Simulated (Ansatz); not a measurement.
Ansatz (a first-principles code) input (B3LYP-D3(BJ)/def2-TZVP):

Ansatz 0.2 input:
```yaml
crystal:
  periodic: [false, false, false]
  atoms:
    - {symbol: Si, position_ang: [-0.51480705, -0.31597518, -0.94349040]}
    - {symbol: C, position_ang: [-1.58407128, 1.29944671, -0.94026152]}
    - {symbol: C, position_ang: [-1.14578777, -1.10313654, 0.70695094]}
    - {symbol: N, position_ang: [1.04792015, 0.43157680, -0.37436245]}
    - {symbol: Si, position_ang: [2.31337615, -0.49494538, 0.23296987]}
    - {symbol: H, position_ang: [-2.62766777, 1.05034877, -1.14417854]}
    - {symbol: H, position_ang: [-1.26589166, 1.98225198, -1.73063461]}
    - {symbol: H, position_ang: [-1.56426835, 1.86265511, 0.00146415]}
    - {symbol: H, position_ang: [-2.15961564, -1.49454100, 0.59242769]}
    - {symbol: H, position_ang: [-0.50760668, -1.94469763, 0.98313850]}
    - {symbol: H, position_ang: [-1.15708113, -0.41354473, 1.55959888]}
    - {symbol: H, position_ang: [0.98686482, 1.38688891, -0.04188075]}
    - {symbol: H, position_ang: [2.46052007, -1.67300502, -0.62385405]}
    - {symbol: H, position_ang: [3.56302707, 0.31276053, 0.21878910]}
    - {symbol: H, position_ang: [2.25423323, -0.99443519, 1.63695673]}
basis:
  gaussian:
    orbitals: def2-TZVP
hamiltonian:
  xc: b3lyp
  dispersion: d3bj
total_charge: -1
relax: {f_tol: 0.002, max_steps: 150}
```

Output:

```
Functional definition: B3LYP
integrals: 0.17 GiB planned
1477 factors; their error is unknown
0.31 GiB of the device are held for the grids
1.26 GiB of device memory are held for the factors and their scratch space
mean field: 1.19 GiB planned
mean field evaluation 1: about -19474.8718 eV, gradient 7.5e1 eV
mean field evaluation 2: about -19456.5234 eV, gradient 1.1e2 eV
mean field evaluation 4: about -19486.9252 eV, gradient 7.8e0 eV
mean field evaluation 8: about -19487.1110 eV, gradient 3.5e-1 eV
mean field evaluation 16: about -19487.1112 eV, gradient 3.6e-5 eV
mean field -19487.11117390 eV, -716.1381268024 hartree, gradient 3.6e-5 eV, S^2 0.000000; 0 other end points of the search recorded, 0 dependent functions left out
the calculation of the forces begins
reference -19487.11149624 eV, -716.1381386482 hartree; 29, 29 occupied and 198, 198 virtual orbitals, 1477 factors
relax step   1: F+E_penalty+E_count = -19487.78414067 eV  Δ(F+E_penalty+E_count) = +0.000e0 eV  max|allowed force component| = 5.615e-1 eV/Å  Δτ_max = 0.0000 Å  (28 SCF iters, accepted)
these checks for a lower state are left out or cut short: starts, cluster_reference, orbital_swaps, neighbouring_geometries, increment
integrals: 0.17 GiB planned
1477 factors; their error is unknown
0.31 GiB of the device are held for the grids
1.26 GiB of device memory are held for the factors and their scratch space
mean field: 1.19 GiB planned
mean field -19487.18310864 eV, -716.1407703553 hartree, gradient 1.3e-5 eV, S^2 0.000000; 0 other end points of the search recorded, 0 dependent functions left out
the calculation of the forces begins
reference -19487.18343269 eV, -716.1407822641 hartree; 29, 29 occupied and 198, 198 virtual orbitals, 1477 factors
relax step   2: F+E_penalty+E_count = -19487.85291533 eV  Δ(F+E_penalty+E_count) = -6.877e-2 eV  max|allowed force component| = 2.518e-1 eV/Å  Δτ_max = 0.1355 Å  (31 SCF iters, accepted)
these checks for a lower state are left out or cut short: starts, cluster_reference, orbital_swaps, neighbouring_geometries, increment
integrals: 0.17 GiB planned
1477 factors; their error is unknown
0.30 GiB of the device are held for the grids
1.25 GiB of device memory are held for the factors and their scratch space
mean field: 1.19 GiB planned
mean field -19487.21365809 eV, -716.1418930268 hartree, gradient 1.1e-5 eV, S^2 0.000000; 0 other end points of the search recorded, 0 dependent functions left out
the calculation of the forces begins
reference -19487.21398534 eV, -716.1419050531 hartree; 29, 29 occupied and 198, 198 virtual orbitals, 1477 factors
relax step   3: F+E_penalty+E_count = -19487.87455700 eV  Δ(F+E_penalty+E_count) = -2.164e-2 eV  max|allowed force component| = 4.196e-1 eV/Å  Δτ_max = 0.1715 Å  (30 SCF iters, accepted)
these checks for a lower state are left out or cut short: starts, cluster_reference, orbital_swaps, neighbouring_geometries, increment
integrals: 0.17 GiB planned
1477 factors; their error is unknown
0.30 GiB of the device are held for the grids
1.25 GiB of device memory are held for the factors and their scratch space
mean field: 1.19 GiB planned
mean field evaluation 32: about -19487.1348 eV, gradient 4.0e0 eV
mean field -19487.22757358 eV, -716.1424044118 hartree, gradient 2.7e-5 eV, S^2 0.000000; 0 other end points of the search recorded, 0 dependent functions left out
the calculation of the forces begins
reference -19487.22790164 eV, -716.1424164679 hartree; 29, 29 occupied and 198, 198 virtual orbitals, 1477 factors
relax step   4: F+E_penalty+E_count = -19487.88872694 eV  Δ(F+E_penalty+E_count) = -1.417e-2 eV  max|allowed force component| = 3.485e-1 eV/Å  Δτ_max = 0.1183 Å  (30 SCF iters, accepted)
these checks for a lower state are left out or cut short: starts, cluster_reference, orbital_swaps, neighbouring_geometries, increment
integrals: 0.17 GiB planned
1477 factors; their error is unknown
[...]
mean field: 1.18 GiB planned
mean field -19487.31834002 eV, -716.1457400170 hartree, gradient 1.6e-5 eV, S^2 0.000000; 0 other end points of the search recorded, 0 dependent functions left out
the calculation of the forces begins
reference -19487.31866903 eV, -716.1457521080 hartree; 29, 29 occupied and 198, 198 virtual orbitals, 1477 factors
relax step  21: F+E_penalty+E_count = -19487.96400149 eV  Δ(F+E_penalty+E_count) = -1.831e-4 eV  max|allowed force component| = 2.511e-2 eV/Å  Δτ_max = 0.0303 Å  (31 SCF iters, accepted)
these checks for a lower state are left out or cut short: starts, cluster_reference, orbital_swaps, neighbouring_geometries, increment
integrals: 0.17 GiB planned
1477 factors; their error is unknown
0.30 GiB of the device are held for the grids
1.25 GiB of device memory are held for the factors and their scratch space
mean field: 1.18 GiB planned
mean field evaluation 160: about -19487.3185 eV, gradient 3.5e-1 eV
mean field -19487.31862772 eV, -716.1457505899 hartree, gradient 1.6e-5 eV, S^2 0.000000; 0 other end points of the search recorded, 0 dependent functions left out
the calculation of the forces begins
reference -19487.31895646 eV, -716.1457626709 hartree; 29, 29 occupied and 198, 198 virtual orbitals, 1477 factors
relax step  22: F+E_penalty+E_count = -19487.96416431 eV  Δ(F+E_penalty+E_count) = -1.628e-4 eV  max|allowed force component| = 3.013e-2 eV/Å  Δτ_max = 0.0198 Å  (31 SCF iters, accepted)
these checks for a lower state are left out or cut short: starts, cluster_reference, orbital_swaps, neighbouring_geometries, increment
integrals: 0.17 GiB planned
1477 factors; their error is unknown
0.30 GiB of the device are held for the grids
1.25 GiB of device memory are held for the factors and their scratch space
mean field: 1.18 GiB planned
mean field -19487.31890398 eV, -716.1457607421 hartree, gradient 1.6e-5 eV, S^2 0.000000; 0 other end points of the search recorded, 0 dependent functions left out
the calculation of the forces begins
reference -19487.31923215 eV, -716.1457728020 hartree; 29, 29 occupied and 198, 198 virtual orbitals, 1477 factors
relax step  23: F+E_penalty+E_count = -19487.96431888 eV  Δ(F+E_penalty+E_count) = -1.546e-4 eV  max|allowed force component| = 4.061e-2 eV/Å  Δτ_max = 0.0344 Å  (31 SCF iters, accepted)
these checks for a lower state are left out or cut short: starts, cluster_reference, orbital_swaps, neighbouring_geometries, increment
integrals: 0.17 GiB planned
1477 factors; their error is unknown
0.30 GiB of the device are held for the grids
1.25 GiB of device memory are held for the factors and their scratch space
mean field: 1.18 GiB planned
mean field -19487.31901110 eV, -716.1457646786 hartree, gradient 1.6e-5 eV, S^2 0.000000; 0 other end points of the search recorded, 0 dependent functions left out
the calculation of the forces begins
reference -19487.31933893 eV, -716.1457767261 hartree; 29, 29 occupied and 198, 198 virtual orbitals, 1477 factors
relax step  24: F+E_penalty+E_count = -19487.96437360 eV  Δ(F+E_penalty+E_count) = -5.472e-5 eV  max|allowed force component| = 3.571e-2 eV/Å  Δτ_max = 0.0211 Å  (32 SCF iters, accepted)
these checks for a lower state are left out or cut short: starts, cluster_reference, orbital_swaps, neighbouring_geometries, increment
integrals: 0.17 GiB planned
1477 factors; their error is unknown
0.30 GiB of the device are held for the grids
1.25 GiB of device memory are held for the factors and their scratch space
mean field: 1.18 GiB planned
mean field -19487.31894499 eV, -716.1457622491 hartree, gradient 1.6e-5 eV, S^2 0.000000; 0 other end points of the search recorded, 0 dependent functions left out
the calculation of the forces begins
reference -19487.31927267 eV, -716.1457742912 hartree; 29, 29 occupied and 198, 198 virtual orbitals, 1477 factors
relax step  25: F+E_penalty+E_count = -19487.96439842 eV  Δ(F+E_penalty+E_count) = -2.482e-5 eV  max|allowed force component| = 2.741e-2 eV/Å  Δτ_max = 0.0069 Å  (33 SCF iters, accepted)
these checks for a lower state are left out or cut short: starts, cluster_reference, orbital_swaps, neighbouring_geometries, increment
integrals: 0.17 GiB planned
1477 factors; their error is unknown
0.30 GiB of the device are held for the grids
1.25 GiB of device memory are held for the factors and their scratch space
mean field: 1.18 GiB planned
mean field evaluation 192: about -19487.3189 eV, gradient 1.6e-5 eV
mean field -19487.31890340 eV, -716.1457607208 hartree, gradient 1.6e-5 eV, S^2 0.000000; 0 other end points of the search recorded, 0 dependent functions left out
the calculation of the forces begins
reference -19487.31923100 eV, -716.1457727599 hartree; 29, 29 occupied and 198, 198 virtual orbitals, 1477 factors
relax step  26: F+E_penalty+E_count = -19487.96441311 eV  Δ(F+E_penalty+E_count) = -1.469e-5 eV  max|allowed force component| = 6.994e-3 eV/Å  Δτ_max = 0.0045 Å  (32 SCF iters, accepted)
these checks for a lower state are left out or cut short: starts, cluster_reference, orbital_swaps, neighbouring_geometries, increment
integrals: 0.17 GiB planned
1477 factors; their error is unknown
0.30 GiB of the device are held for the grids
1.25 GiB of device memory are held for the factors and their scratch space
mean field: 1.18 GiB planned
mean field -19487.31894388 eV, -716.1457622084 hartree, gradient 2.5e-5 eV, S^2 0.000000; 0 other end points of the search recorded, 0 dependent functions left out
the calculation of the forces begins
reference -19487.31927150 eV, -716.1457742482 hartree; 29, 29 occupied and 198, 198 virtual orbitals, 1477 factors
relax step  27: F+E_penalty+E_count = -19487.96441718 eV  Δ(F+E_penalty+E_count) = -4.067e-6 eV  max|allowed force component| = 6.689e-3 eV/Å  Δτ_max = 0.0024 Å  (23 SCF iters, accepted)
these checks for a lower state are left out or cut short: starts, cluster_reference, orbital_swaps, neighbouring_geometries, increment
integrals: 0.17 GiB planned
1477 factors; their error is unknown
0.30 GiB of the device are held for the grids
1.25 GiB of device memory are held for the factors and their scratch space
mean field: 1.18 GiB planned
mean field -19487.31888949 eV, -716.1457602096 hartree, gradient 1.2e-5 eV, S^2 0.000000; 0 other end points of the search recorded, 0 dependent functions left out
the calculation of the forces begins
reference -19487.31921710 eV, -716.1457722491 hartree; 29, 29 occupied and 198, 198 virtual orbitals, 1477 factors
relax step  28: F+E_penalty+E_count = -19487.96442081 eV  Δ(F+E_penalty+E_count) = -3.628e-6 eV  max|allowed force component| = 2.521e-3 eV/Å  Δτ_max = 0.0007 Å  (22 SCF iters, accepted)
these checks for a lower state are left out or cut short: starts, cluster_reference, orbital_swaps, neighbouring_geometries, increment
integrals: 0.17 GiB planned
1477 factors; their error is unknown
0.30 GiB of the device are held for the grids
1.25 GiB of device memory are held for the factors and their scratch space
mean field: 1.18 GiB planned
mean field -19487.31891204 eV, -716.1457610382 hartree, gradient 9.7e-6 eV, S^2 0.000000; 0 other end points of the search recorded, 0 dependent functions left out
the calculation of the forces begins
reference -19487.31923965 eV, -716.1457730779 hartree; 29, 29 occupied and 198, 198 virtual orbitals, 1477 factors
relax step  29: F+E_penalty+E_count = -19487.96442249 eV  Δ(F+E_penalty+E_count) = -1.686e-6 eV  max|allowed force component| = 1.442e-3 eV/Å  Δτ_max = 0.0016 Å  (22 SCF iters, accepted)
integrals: 0.17 GiB planned
1477 factors; their error is unknown
0.30 GiB of the device are held for the grids
1.25 GiB of device memory are held for the factors and their scratch space
mean field: 1.18 GiB planned
mean field evaluation 224: about -19487.3189 eV, gradient 1.5e-3 eV
mean field -19487.31891204 eV, -716.1457610382 hartree, gradient 9.8e-6 eV, S^2 0.000000; 1 other end points of the search recorded, 0 dependent functions left out
the calculation of the forces begins
reference -19487.31923965 eV, -716.1457730779 hartree; 29, 29 occupied and 198, 198 virtual orbitals, 1477 factors
Total energy: -19487.96475011 eV, -716.1694951496 hartree
Atom 0 at    -0.507145    -0.627104    -0.558609 Å, force     0.000492    -0.000058    -0.000012 eV/Å
Atom 1 at    -1.388015     1.002173    -1.180284 Å, force    -0.000048    -0.000068    -0.000250 eV/Å
Atom 2 at    -1.593069    -0.863401     1.048255 Å, force    -0.000092    -0.000098    -0.000059 eV/Å
Atom 3 at     0.963903     0.140631     0.218801 Å, force    -0.001442     0.000357     0.000247 eV/Å
Atom 4 at     2.552345    -0.370871    -0.058413 Å, force     0.000220     0.000716     0.000582 eV/Å
Atom 5 at    -2.411105     0.794761    -1.517100 Å, force    -0.000083    -0.000056     0.000118 eV/Å
Atom 6 at    -0.847678     1.441954    -2.024966 Å, force     0.000059    -0.000041     0.000141 eV/Å
Atom 7 at    -1.447071     1.763433    -0.386203 Å, force     0.000008     0.000032    -0.000050 eV/Å
Atom 8 at    -2.623544    -1.138545     0.792093 Å, force     0.000031     0.000091     0.000010 eV/Å
Atom 9 at    -1.188727    -1.660367     1.680881 Å, force     0.000086     0.000172     0.000008 eV/Å
Atom 10 at    -1.634811     0.056725     1.652572 Å, force     0.000093    -0.000000     0.000060 eV/Å
Atom 11 at     0.836201     0.919429     0.858772 Å, force     0.001289    -0.000965    -0.000698 eV/Å
Atom 12 at     3.029780    -0.273101    -1.472101 Å, force    -0.000135     0.000224     0.000184 eV/Å
Atom 13 at     3.495601     0.484422     0.739750 Å, force    -0.000241    -0.000476    -0.000227 eV/Å
Atom 14 at     2.862480    -1.778490     0.340186 Å, force    -0.000236     0.000169    -0.000053 eV/Å
Dipole moment:     0.190856     0.438664     0.384961 e Å
```

It need not be the lowest isomer of its formula. Whether it binds its extra electron was not tested at this geometry.
